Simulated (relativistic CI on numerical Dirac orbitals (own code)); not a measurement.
**Spin-allowed bands of a d2 ion in an octahedral site, by hand**

Problem. Take Δ = 21150 cm⁻¹ and B = 470 cm⁻¹ for a d2 ion in an octahedral site. Calculate the three spin-allowed bands.

Working.
1. The terms of highest spin are 3F (energy 0) and 3P (15B = 7050 cm⁻¹). Here the F term splits into A2 at +1.2Δ = 25380, T2 at +0.2Δ = 4230 and T1 at −0.6Δ = -12690 cm⁻¹.
2. The two T1 states mix through the element 0.4Δ: H = [[-12690, 8460], [8460, 7050]], with roots ½(H₁₁ + H₂₂) ∓ ½√[(H₂₂ − H₁₁)² + 4H₁₂²] = ½(-5640) ∓ ½(25999) = -15820 and 10180 cm⁻¹.
3. The ground term is 3T1 at -15820 cm⁻¹.
4. Bands: 3T2 20050 cm⁻¹ (499 nm), 3T1(P) 25999 cm⁻¹ (385 nm), 3A2 41200 cm⁻¹ (243 nm).

Check. Exact diagonalisation of the whole d2 shell with these parameters gives 3T2 20050, 3T1 25999, 3A2 41200 cm⁻¹. The match is exact, since without spin-orbit coupling no other term has this spin. The ratio of the second band to the first, 1.297, depends on Δ/B = 45.0 alone, which is how a Tanabe-Sugano diagram is read.
